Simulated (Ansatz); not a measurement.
`[BH2][Al]1[CH2][NH]1` + `OC[AsH2]` → `B[AsH]CO` + `[CH2]1[NH][AlH]1` at 600 K and 1 bar (cleavage of the B–Al bond).

Computed with Ansatz on PBE0-D4/def2-TZVP structures; ΔE is electronic, products minus reactants. CCSD(T)/CBS is the MP2 limit (def2-TZVPP, def2-QZVPP) plus CCSD(T) − MP2 in def2-TZVPP, frozen cores. For As outer-core shells are correlated without core-valence functions, which leaves a few kJ/mol of doubt a bond. Scalar relativity is left out up to krypton. One conformer a species, not always the lowest.

| species | CCSD(T)/CBS energy (Eh) | H − E (kJ/mol) | S (J/(mol·K)) |
| --- | --- | --- | --- |
| `[BH2][Al]1[CH2][NH]1` | -362.48517 | 213.5 | 408.8 |
| `OC[AsH2]` | -2351.21112 | 196.0 | 365.5 |
| `B[AsH]CO` | -2376.59328 | 243.3 | 421.5 |
| `[CH2]1[NH][AlH]1` | -337.12157 | 164.8 | 328.5 |

H − E and S are ideal-gas, rigid-rotor, harmonic terms from PBE0-D4/def2-TZVP, for one conformer and one mirror image of each species. 1 Eh = 2625.50 kJ/mol, R = 8.31446 J/(mol·K).

Q: By hand: ΔE, ΔH, ΔS and ΔG.

A: ΔE = (-2376.59328) + (-337.12157) − (-362.48517) − (-2351.21112) = -0.01856 Eh = -48.7 kJ/mol. Δ(H − E) = 243.3 + 164.8 − 213.5 − 196.0 = -1.4, so ΔH = -50.1 kJ/mol. ΔS = 421.5 + 328.5 − 408.8 − 365.5 = -24.3 J/(mol·K). ΔG = -50.1 − 600 × (-24.3)/1000 = -35.5 kJ/mol.

Q: By hand: the equilibrium constant, and the temperature at which ΔG would vanish if ΔH and ΔS stayed fixed.

A: log₁₀ K = −ΔG/(RT ln 10) = 3.1. ΔG = 0 at ΔH/ΔS = 2062 K.

ΔH outweighs TΔS. A doubt of 5 kJ/mol in ΔE shifts log₁₀ K by 0.4 here. Other conformers and mirror images would add mixing entropy, several J/(mol·K) or more a flexible species. Modes under 60 cm⁻¹, often nearly free rotors, make the harmonic entropy too high. These are equilibria of isolated gas molecules and say nothing of rates. Largest T1 diagnostic: 0.016 (customary marks: 0.02 for closed shells, 0.045 for open ones).
